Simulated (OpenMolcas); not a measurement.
Ce2+ among 8 point charges of -2 e arranged as a cube (Oh). The active orbitals were held to one l.

```
Program             : OpenMolcas
Method              : CASSCF
Basis               : ANO-RCC-VTZP [8s7p5d3f2g1h]
Scalar Hamiltonian  : DKH2, point nucleus
Active space        : 2 electrons in 7 orbitals (4f)
State averaging     : 2S+1 = 3 even, 21 roots; 2S+1 = 1 even, 27 roots kept (CI in the orbitals of an earlier block)
Spin-orbit coupling : RASSI with atomic mean-field integrals over the reference wave functions
```

All point charges move together. At R = 2.48 Å the width of the lowest J multiplet is 722 cm-1, and at R = 2.85 Å it is 511 cm-1.

Question: A third run gives 582 cm-1. What distance was it run at?

Answer: With a power law R^-n the two known points give n = -ln(511 / 722) / ln(2.85 / 2.48) = 2.49. Then R = 2.48 × (722 / 582)^(1/2.49) = 2.704 Å. The run was at 2.76 Å, so the estimate is off by -0.056 Å.

Point charges carry no covalency, so the field is a model and not that of real ligands. No measured value stands beside these numbers.
